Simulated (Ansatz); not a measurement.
Input for Ansatz (an electronic-structure program): U-CCSD(T)/cc-pVDZ on CH4N (SMILES C[NH]), 2S+1 = 2.

Ansatz 0.2 input:
```yaml
crystal:
  periodic: [false, false, false]
  atoms:
    - {symbol: C, position_ang: [-0.59849293, 0.14384067, 0.11799395]}
    - {symbol: N, position_ang: [0.72664573, -0.29107125, -0.22735147]}
    - {symbol: H, position_ang: [-0.74920613, 0.14952188, 1.20825944]}
    - {symbol: H, position_ang: [-1.34682846, -0.50721037, -0.33459110]}
    - {symbol: H, position_ang: [-0.78272935, 1.17687043, -0.21416875]}
    - {symbol: H, position_ang: [1.38320138, 0.35527280, 0.22399699]}
basis:
  gaussian:
    orbitals: cc-pVDZ
magnetization: {spin_polarized: true, initial_magnetization: 1}
correlation: {method: ccsd_t, electrons: outside_noble_gas}
accuracy: high
relax: {f_tol: 0.0005, max_steps: 60}
scf: {omitted_lower_state_checks: [cluster_reference]}
output: {forces: true}
```

Program output:

```
WARN ansatz: RAYON_NUM_THREADS=1 ignored (pool sized by the plan → 1); use --threads N
Functional definition: HF
these checks for a lower state are left out or cut short: cluster_reference
integrals: 0.05 GiB planned
1170 factors; integrals over basis functions are off by at most 1.7e-9 eV
mean field: 0.11 GiB planned
mean field evaluation 1: about -2572.4713 eV, gradient 1.5e1 eV
mean field evaluation 2: about -2572.4710 eV, gradient 1.5e1 eV
mean field evaluation 4: about -2574.1785 eV, gradient 2.2e0 eV
mean field evaluation 8: about -2574.2449 eV, gradient 1.8e-4 eV
mean field -2574.24482358 eV, -94.6017523806 hartree, gradient 2.4e-8 eV, S^2 0.759954; 0 other end points of the search recorded, 0 dependent functions left out
2 core orbitals not correlated
reference -2574.24482358 eV, -94.6017523806 hartree; 7, 6 occupied and 39, 40 virtual orbitals, 1170 factors
densities: 0.31 GiB planned
second order -7.70866376 eV of doubles, -0.00000000 eV of singles
coupled cluster: 0.23 GiB planned
cycle   1  -8.35997036 eV  change   -6.5e-1 eV  update   5.7e-2
cycle   2  -8.60507728 eV  change   -2.5e-1 eV  update   1.9e-2
cycle   3  -8.63960878 eV  change   -3.5e-2 eV  update   8.3e-3
cycle   4  -8.64015564 eV  change   -5.5e-4 eV  update   3.6e-3
cycle   5  -8.64044499 eV  change   -2.9e-4 eV  update   1.4e-3
cycle   6  -8.64046163 eV  change   -1.7e-5 eV  update   4.1e-4
cycle   7  -8.64043970 eV  change    2.2e-5 eV  update   1.5e-4
cycle   8  -8.64044283 eV  change   -3.1e-6 eV  update   5.5e-5
cycle   9  -8.64043570 eV  change    7.1e-6 eV  update   2.0e-5
cycle  10  -8.64043927 eV  change   -3.6e-6 eV  update   7.0e-6
cycle  11  -8.64044073 eV  change   -1.5e-6 eV  update   2.7e-6
cycle  12  -8.64043994 eV  change    7.9e-7 eV  update   9.1e-7
cycle  13  -8.64043925 eV  change    6.9e-7 eV  update   3.6e-7
cycle  14  -8.64043909 eV  change    1.6e-7 eV  update   1.2e-7
cycle  15  -8.64043905 eV  change    4.1e-8 eV  update   5.2e-8
cycle  16  -8.64043907 eV  change   -1.8e-8 eV  update   2.9e-8
cycle  17  -8.64043908 eV  change   -6.9e-9 eV  update   1.8e-8
cycle  18  -8.64043881 eV  change    2.7e-7 eV  update   7.9e-8
cycle  19  -8.64043878 eV  change    2.8e-8 eV  update   2.0e-8
cycle  20  -8.64043877 eV  change    1.2e-8 eV  update   5.2e-9
cycle  21  -8.64043876 eV  change    1.2e-9 eV  update   1.9e-9
cycle  22  -8.64043876 eV  change   5.4e-10 eV  update  6.9e-10
perturbative correction -0.20200779 eV, -0.0074236494 hartree
the calculation of the forces begins
mean field evaluation 16: about -2574.2448 eV, gradient 2.4e-8 eV
relax step   1: F+E_penalty+E_count = -2583.08727013 eV  Δ(F+E_penalty+E_count) = +0.000e0 eV  max|allowed force component| = 6.763e-1 eV/Å  Δτ_max = 0.0000 Å  (46 SCF iters, accepted)
these checks for a lower state are left out or cut short: starts, cluster_reference, orbital_swaps, neighbouring_geometries, increment
integrals: 0.05 GiB planned
1170 factors; integrals over basis functions are off by at most 1.7e-9 eV
mean field: 0.11 GiB planned
mean field -2574.23122439 eV, -94.6012526199 hartree, gradient 1.2e-8 eV, S^2 0.760195; 0 other end points of the search recorded, 0 dependent functions left out
2 core orbitals not correlated
reference -2574.23122439 eV, -94.6012526199 hartree; 7, 6 occupied and 39, 40 virtual orbitals, 1170 factors
densities: 0.31 GiB planned
second order -7.73194472 eV of doubles, -0.00000000 eV of singles
coupled cluster: 0.23 GiB planned
cycle   1  -8.38409819 eV  change   -6.5e-1 eV  update   5.7e-2
cycle   2  -8.63268605 eV  change   -2.5e-1 eV  update   1.9e-2
cycle   3  -8.66847848 eV  change   -3.6e-2 eV  update   8.4e-3
cycle   4  -8.66917619 eV  change   -7.0e-4 eV  update   3.6e-3
cycle   5  -8.66950436 eV  change   -3.3e-4 eV  update   1.4e-3
cycle   6  -8.66952806 eV  change   -2.4e-5 eV  update   4.2e-4
cycle   7  -8.66950819 eV  change    2.0e-5 eV  update   1.6e-4
cycle   8  -8.66951288 eV  change   -4.7e-6 eV  update   5.7e-5
cycle   9  -8.66950544 eV  change    7.4e-6 eV  update   2.1e-5
cycle  10  -8.66950907 eV  change   -3.6e-6 eV  update   7.3e-6
cycle  11  -8.66951078 eV  change   -1.7e-6 eV  update   2.9e-6
cycle  12  -8.66950985 eV  change    9.3e-7 eV  update   9.5e-7
cycle  13  -8.66950914 eV  change    7.1e-7 eV  update   3.7e-7
cycle  14  -8.66950890 eV  change    2.4e-7 eV  update   1.3e-7
cycle  15  -8.66950890 eV  change   -1.9e-9 eV  update   5.4e-8
cycle  16  -8.66950889 eV  change    8.0e-9 eV  update   3.0e-8
cycle  17  -8.66950890 eV  change   -1.1e-8 eV  update   1.9e-8
cycle  18  -8.66950862 eV  
[...]
^2 0.760305; 0 other end points of the search recorded, 0 dependent functions left out
2 core orbitals not correlated
reference -2574.21786709 eV, -94.6007617481 hartree; 7, 6 occupied and 39, 40 virtual orbitals, 1170 factors
densities: 0.31 GiB planned
second order -7.74338817 eV of doubles, -0.00000000 eV of singles
coupled cluster: 0.23 GiB planned
cycle   1  -8.39626839 eV  change   -6.5e-1 eV  update   5.8e-2
cycle   2  -8.64659258 eV  change   -2.5e-1 eV  update   1.9e-2
cycle   3  -8.68296257 eV  change   -3.6e-2 eV  update   8.5e-3
cycle   4  -8.68374153 eV  change   -7.8e-4 eV  update   3.6e-3
cycle   5  -8.68409478 eV  change   -3.5e-4 eV  update   1.4e-3
cycle   6  -8.68412111 eV  change   -2.6e-5 eV  update   4.3e-4
cycle   7  -8.68410369 eV  change    1.7e-5 eV  update   1.6e-4
cycle   8  -8.68410884 eV  change   -5.2e-6 eV  update   5.7e-5
cycle   9  -8.68410137 eV  change    7.5e-6 eV  update   2.1e-5
cycle  10  -8.68410530 eV  change   -3.9e-6 eV  update   7.5e-6
cycle  11  -8.68410688 eV  change   -1.6e-6 eV  update   3.0e-6
cycle  12  -8.68410592 eV  change    9.6e-7 eV  update   9.7e-7
cycle  13  -8.68410521 eV  change    7.1e-7 eV  update   3.8e-7
cycle  14  -8.68410498 eV  change    2.3e-7 eV  update   1.3e-7
cycle  15  -8.68410502 eV  change   -3.6e-8 eV  update   5.5e-8
cycle  16  -8.68410502 eV  change    3.9e-9 eV  update   3.0e-8
cycle  17  -8.68410501 eV  change    5.3e-9 eV  update   2.0e-8
cycle  18  -8.68410475 eV  change    2.6e-7 eV  update   8.0e-8
cycle  19  -8.68410472 eV  change    2.7e-8 eV  update   2.0e-8
cycle  20  -8.68410471 eV  change    8.9e-9 eV  update   5.4e-9
cycle  21  -8.68410471 eV  change    1.5e-9 eV  update   2.1e-9
cycle  22  -8.68410471 eV  change    1.0e-9 eV  update  8.0e-10
perturbative correction -0.20696644 eV, -0.0076058765 hartree
the calculation of the forces begins
relax step   5: F+E_penalty+E_count = -2583.10893824 eV  Δ(F+E_penalty+E_count) = -2.660e-6 eV  max|allowed force component| = 2.495e-3 eV/Å  Δτ_max = 0.0003 Å  (31 SCF iters, accepted)
these checks for a lower state are left out or cut short: starts, cluster_reference, orbital_swaps, neighbouring_geometries, increment
integrals: 0.05 GiB planned
1170 factors; integrals over basis functions are off by at most 1.7e-9 eV
mean field: 0.11 GiB planned
mean field -2574.21785585 eV, -94.6007613351 hartree, gradient 2.6e-8 eV, S^2 0.760305; 0 other end points of the search recorded, 0 dependent functions left out
2 core orbitals not correlated
reference -2574.21785585 eV, -94.6007613351 hartree; 7, 6 occupied and 39, 40 virtual orbitals, 1170 factors
densities: 0.31 GiB planned
second order -7.74340792 eV of doubles, -0.00000000 eV of singles
coupled cluster: 0.23 GiB planned
cycle   1  -8.39628074 eV  change   -6.5e-1 eV  update   5.8e-2
cycle   2  -8.64660456 eV  change   -2.5e-1 eV  update   1.9e-2
cycle   3  -8.68297451 eV  change   -3.6e-2 eV  update   8.5e-3
cycle   4  -8.68375349 eV  change   -7.8e-4 eV  update   3.6e-3
cycle   5  -8.68410643 eV  change   -3.5e-4 eV  update   1.4e-3
cycle   6  -8.68413284 eV  change   -2.6e-5 eV  update   4.3e-4
cycle   7  -8.68411521 eV  change    1.8e-5 eV  update   1.6e-4
cycle   8  -8.68412061 eV  change   -5.4e-6 eV  update   5.7e-5
cycle   9  -8.68411320 eV  change    7.4e-6 eV  update   2.1e-5
cycle  10  -8.68411723 eV  change   -4.0e-6 eV  update   7.5e-6
cycle  11  -8.68411867 eV  change   -1.4e-6 eV  update   2.9e-6
cycle  12  -8.68411775 eV  change    9.3e-7 eV  update   9.7e-7
cycle  13  -8.68411703 eV  change    7.2e-7 eV  update   3.8e-7
cycle  14  -8.68411687 eV  change    1.5e-7 eV  update   1.3e-7
cycle  15  -8.68411683 eV  change    3.9e-8 eV  update   5.6e-8
cycle  16  -8.68411684 eV  change   -7.0e-9 eV  update   3.0e-8
cycle  17  -8.68411685 eV  change   -8.1e-9 eV  update   2.0e-8
cycle  18  -8.68411650 eV  change    3.5e-7 eV  update   8.3e-8
cycle  19  -8.68411647 eV  change    2.7e-8 eV  update   2.1e-8
cycle  20  -8.68411646 eV  change    1.1e-8 eV  update   5.5e-9
cycle  21  -8.68411646 eV  change    2.5e-9 eV  update   2.0e-9
cycle  22  -8.68411646 eV  change    1.1e-9 eV  update  7.8e-10
cycle  23  -8.68411646 eV  change   5.2e-10 eV  update  2.7e-10
perturbative correction -0.20696610 eV, -0.0076058639 hartree
the calculation of the forces begins
mean field evaluation 64: about -2574.2179 eV, gradient 2.6e-8 eV
relax step   6: F+E_penalty+E_count = -2583.10893841 eV  Δ(F+E_penalty+E_count) = -1.673e-7 eV  max|allowed force component| = 4.159e-4 eV/Å  Δτ_max = 0.0001 Å  (28 SCF iters, accepted)
these checks for a lower state are left out or cut short: cluster_reference
integrals: 0.05 GiB planned
1170 factors; integrals over basis functions are off by at most 1.7e-9 eV
mean field: 0.11 GiB planned
mean field -2574.21785585 eV, -94.6007613351 hartree, gradient 2.6e-8 eV, S^2 0.760305; 1 other end points of the search recorded, 0 dependent functions left out
2 core orbitals not correlated
reference -2574.21785585 eV, -94.6007613351 hartree; 7, 6 occupied and 39, 40 virtual orbitals, 1170 factors
densities: 0.31 GiB planned
second order -7.74340792 eV of doubles, -0.00000000 eV of singles
coupled cluster: 0.23 GiB planned
cycle   1  -8.39628074 eV  change   -6.5e-1 eV  update   5.8e-2
cycle   2  -8.64660456 eV  change   -2.5e-1 eV  update   1.9e-2
cycle   3  -8.68297451 eV  change   -3.6e-2 eV  update   8.5e-3
cycle   4  -8.68375349 eV  change   -7.8e-4 eV  update   3.6e-3
cycle   5  -8.68410643 eV  change   -3.5e-4 eV  update   1.4e-3
cycle   6  -8.68413284 eV  change   -2.6e-5 eV  update   4.3e-4
cycle   7  -8.68411521 eV  change    1.8e-5 eV  update   1.6e-4
cycle   8  -8.68412061 eV  change   -5.4e-6 eV  update   5.7e-5
cycle   9  -8.68411320 eV  change    7.4e-6 eV  update   2.1e-5
cycle  10  -8.68411722 eV  change   -4.0e-6 eV  update   7.5e-6
cycle  11  -8.68411868 eV  change   -1.5e-6 eV  update   2.9e-6
cycle  12  -8.68411772 eV  change    9.5e-7 eV  update   9.7e-7
cycle  13  -8.68411703 eV  change    6.9e-7 eV  update   3.8e-7
cycle  14  -8.68411687 eV  change    1.7e-7 eV  update   1.3e-7
cycle  15  -8.68411683 eV  change    4.1e-8 eV  update   5.5e-8
cycle  16  -8.68411685 eV  change   -1.9e-8 eV  update   3.1e-8
cycle  17  -8.68411685 eV  change   -3.2e-9 eV  update   1.9e-8
cycle  18  -8.68411650 eV  change    3.5e-7 eV  update   8.2e-8
cycle  19  -8.68411647 eV  change    2.6e-8 eV  update   2.1e-8
cycle  20  -8.68411646 eV  change    1.0e-8 eV  update   5.4e-9
cycle  21  -8.68411646 eV  change    2.5e-9 eV  update   2.0e-9
cycle  22  -8.68411646 eV  change    1.2e-9 eV  update  7.7e-10
cycle  23  -8.68411646 eV  change   5.6e-10 eV  update  2.8e-10
perturbative correction -0.20696610 eV, -0.0076058639 hartree
the calculation of the forces begins
Total energy: -2583.10893841 eV, -94.9275025925 hartree
Atom 0 at    -0.598706     0.145267     0.119029 Å, force    -0.000288    -0.000416    -0.000294 eV/Å
Atom 1 at     0.740335    -0.305808    -0.238318 Å, force    -0.000039     0.000124     0.000091 eV/Å
Atom 2 at    -0.747290     0.145412     1.221876 Å, force     0.000092     0.000044     0.000154 eV/Å
Atom 3 at    -1.360072    -0.511999    -0.337737 Å, force    -0.000025     0.000049     0.000036 eV/Å
Atom 4 at    -0.781329     1.188542    -0.222403 Å, force     0.000088     0.000162    -0.000009 eV/Å
Atom 5 at     1.379653     0.365811     0.231691 Å, force     0.000173     0.000036     0.000022 eV/Å
Dipole moment:    -0.121221     0.290451     0.212635 e Å
Checks for a lower state left out: cluster_reference
```

Self-consistency was reached.

Cost: very roughly 40 core-seconds.
